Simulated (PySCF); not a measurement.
S₄, SMILES S1SSS1. The structure is a stationary point at B3LYP-D3(BJ)/def2-SVP.

TDA-ωB97X/def2-SVPD (PySCF 2.14.0) puts the lowest singlet excitations at 2.06, 2.06, 2.81, 3.27, 3.51, 3.67 eV.

### Question
What are the lowest excitation roots from ADC(2)/aug-cc-pVDZ run with PySCF? (An estimate is asked for; the answer gives what the named calculation found.)

### Answer
1.75, 1.75, 2.90, 3.02, 3.15, 3.22 eV. S1 differs by -0.31 eV (second minus first; roots are paired by order, and the bases may differ).
